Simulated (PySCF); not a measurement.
disulfane (H2S2), singlet, at a GFN2-xTB geometry; PBE0/6-31G (PySCF).

Input for PySCF:
```python
from pyscf import gto, scf, dft

mol = gto.M(
    atom='''
S    -0.898809    0.026048    0.489599
S     0.897080    0.078396   -0.487181
H    -1.521883   -0.854351   -0.305643
H     1.549552   -0.816755    0.266954
''',
    basis='6-31g',
    charge=0,
    spin=0,
    verbose=4,
)

mf = dft.RKS(mol)
mf.xc = 'pbe0'
mf.kernel()
mf.analyze()
```

It wrote (shortened):

```
PySCF version 2.14.0

[INPUT] verbose = 4
[INPUT] num. atoms = 4
[INPUT] num. electrons = 34
[INPUT] charge = 0
[INPUT] spin (= nelec alpha-beta = 2S) = 0
[INPUT] symmetry False subgroup None
[INPUT] Mole.unit = angstrom
[INPUT] Symbol           X                Y                Z      unit          X                Y                Z       unit  Magmom
[INPUT]  1 S     -0.898809000000   0.026048000000   0.489599000000 AA   -1.698502848294   0.049223586093   0.925208020861 Bohr   0.0
[INPUT]  2 S      0.897080000000   0.078396000000  -0.487181000000 AA    1.695235511825   0.148146969261  -0.920638663092 Bohr   0.0
[INPUT]  3 H     -1.521883000000  -0.854351000000  -0.305643000000 AA   -2.875942063631  -1.614489404248  -0.577581561890 Bohr   0.0
[INPUT]  4 H      1.549552000000  -0.816755000000   0.266954000000 AA    2.928228895772  -1.543443260869   0.504469947857 Bohr   0.0

nuclear repulsion = 85.5655629663362
number of shells = 18
number of NR pGTOs = 100
number of NR cGTOs = 30
basis = 6-31g
ecp = {}

******** <class 'pyscf.dft.rks.RKS'> ********
method = RKS
initial guess = minao
damping factor = 0
level_shift factor = 0
DIIS = <class 'pyscf.scf.diis.CDIIS'>
diis_start_cycle = 1
diis_space = 8
diis_damp = 0
SCF conv_tol = 1e-09
SCF conv_tol_grad = None
SCF max_cycles = 50
direct_scf = True
direct_scf_tol = 1e-13
XC library pyscf.dft.libxc version 7.1.2
    S. Lehtola, C. Steigemann, M. J. T. Oliveira, and M. A. L. Marques,  SoftwareX 7, 1–5 (2018)
XC functionals = pbe0
    C. Adamo and V. Barone,  J. Chem. Phys. 110, 6158 (1999)
    M. Ernzerhof and G. E. Scuseria,  J. Chem. Phys. 110, 5029 (1999)
radial grids:
    Treutler-Ahlrichs [JCP 102, 346 (1995); DOI:10.1063/1.469408] (M4) radial grids

becke partition: Becke, JCP 88, 2547 (1988); DOI:10.1063/1.454033
pruning grids: <function nwchem_prune>
grids dens level: 3
symmetrized grids: False
atomic radii adjust function: <function treutler_atomic_radii_adjust>
small_rho_cutoff = 0
Set gradient conv threshold to 3.16228e-05
Initial guess from minao.
tot grids = 57376
init E= -797.361913256732
  HOMO = -0.277873484381395  LUMO = -0.0729157391782271  gap/eV = 5.57718
cycle= 1 E= -797.166756972179  delta_E= 0.195  |g|= 0.164  |ddm|= 2.07
  HOMO = -0.267015348704796  LUMO = -0.0274092585938108  gap/eV = 6.52001
cycle= 2 E= -797.176736670645  delta_E= -0.00998  |g|= 0.101  |ddm|= 0.659
  HOMO = -0.284367317178557  LUMO = -0.0447977180710345  gap/eV = 6.51902
cycle= 3 E= -797.18063089526  delta_E= -0.00389  |g|= 0.0171  |ddm|= 0.228
  HOMO = -0.279583944499429  LUMO = -0.0398130858791292  gap/eV = 6.52450
cycle= 4 E= -797.180739870895  delta_E= -0.000109  |g|= 0.000939  |ddm|= 0.0351
  HOMO = -0.279959280321254  LUMO = -0.0401759486774426  gap/eV = 6.52484
cycle= 5 E= -797.18074019831  delta_E= -3.27e-07  |g|= 0.000113  |ddm|= 0.00227
  HOMO = -0.279961499599694  LUMO = -0.0401705079130653  gap/eV = 6.52505
cycle= 6 E= -797.180740204587  delta_E= -6.28e-09  |g|= 4.89e-06  |ddm|= 0.000326
  HOMO = -0.279961008111964  LUMO = -0.0401702914047549  gap/eV = 6.52504
cycle= 7 E= -797.18074020461  delta_E= -2.24e-11  |g|= 5.17e-07  |ddm|= 2.19e-05
  HOMO = -0.279961065499887  LUMO = -0.0401703131196662  gap/eV = 6.52504
Extra cycle  E= -797.18074020461  delta_E= -4.55e-13  |g|= 1.33e-07  |ddm|= 2.67e-06
converged SCF energy = -797.18074020461
**** SCF Summaries ****
Total Energy =                        -797.180740204610288
Nuclear Repulsion Energy =              85.565562966336174
One-electron Energy =                -1270.814563601680675
Two-electron Energy =                  388.068260430734199
Two-electron Coulomb Energy =          439.929278848007471
DFT Exchange-Correlation Energy =      -51.861018417273250
HOMO-LUMO gap [eV] =                     6.525038727044408
**** MO energy ****
MO #1   energy= -89.0513506513221  occ= 2
MO #2   energy= -89.0513198272839  occ= 2
MO #3   energy= -8.04377197840017  occ= 2
MO #4   energy= -8.04376118589222  occ= 2
MO #5   energy= -5.98158601380454  occ= 2
MO #6   energy= -5.98135471473626  occ= 2
MO #7   energy= -5.9759467102878   occ= 2
MO #8   energy= -5.97590084884293  occ= 2
MO #9   energy= -5.96700837718916  occ= 2
MO #10  energy= -5.96700778735296  occ= 2
MO #11  energy= -0.8730988190239   occ= 2
MO #12  energy= -0.7143019268898   occ= 2
MO #13  energy= -0.488760753472759 occ= 2
MO #14  energy= -0.430824345835848 occ= 2
MO #15  energy= -0.372921048074404 occ= 2
MO #16  energy= -0.288609999387694 occ= 2
MO #17  energy= -0.279961065499887 occ= 2
MO #18  energy= -0.0401703131196662 occ= 0
MO #19  energy= 0.0383852222170971 occ= 0
MO #20  energy= 0.043131986089421  occ= 0
MO #21  energy= 0.321201065627183  occ= 0
MO #22  energy= 0.346473255925873  occ= 0
MO #23  energy= 0.351423605829239  occ= 0
MO #24  energy= 0.359535861842591  occ= 0
MO #25  energy= 0.380460044746021  occ= 0
 ** Mulliken pop on meta-lowdin orthogonal AOs  **
 ** Mulliken pop  **
pop of  0 S 1s            2.00000
pop of  0 S 2s            1.99988
pop of  0 S 3s            1.78033
pop of  0 S 4s            0.00626
pop of  0 S 2px           1.99986
pop of  0 S 2py           1.99994
pop of  0 S 2pz           1.99992
pop of  0 S 3px           1.09360
pop of  0 S 3py           1.65874
pop of  0 S 3pz           1.54537
pop of  0 S 4px           0.01406
pop of  0 S 4py           0.00686
pop of  0 S 4pz           0.00417
pop of  1 S 1s            2.00000
pop of  1 S 2s            1.99988
pop of  1 S 3s            1.78033
pop of  1 S 4s            0.00626
pop of  1 S 2px           1.99985
pop of  1 S 2py           1.99993
pop of  1 S 2pz           1.99992
pop of  1 S 3px           1.07633
pop of  1 S 3py           1.65168
pop of  1 S 3pz           1.56971
pop of  1 S 4px           0.01453
pop of  1 S 4py           0.00666
pop of  1 S 4pz           0.00390
pop of  2 H 1s            0.88238
pop of  2 H 2s            0.00863
pop of  3 H 1s            0.88238
pop of  3 H 2s            0.00863
 ** Mulliken atomic charges  **
charge of    0S =     -0.10898
charge of    1S =     -0.10898
charge of    2H =      0.10898
charge of    3H =      0.10898
Dipole moment(X, Y, Z, Debye):  0.03269, -1.97421, -0.04571
```
